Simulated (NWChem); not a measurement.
A series in which one site is exchanged, each optimised at PBE0/def2-SVP with NWChem, gas phase unless a solvent is named. Some are not confirmed as minima by frequencies. def2 effective core potentials on I; no spin-orbit coupling.

A: [SiH](Cl)(Cl)Cl (SiHCl₃; site = Cl)
B: Cl[SiH](Cl)I (SiHICl₂; site = I)
C: F[SiH](Cl)Cl (SiHCl₂F; site = F)
D: [SiH2](Cl)Cl (SiH$_{2}$Cl$_{2}$; site = H)

Question: Rank them by dipole (D), PBE0/def2-SVP, lowest first.

Answer: B (0.88), A (0.97), C (1.20), D (1.34)
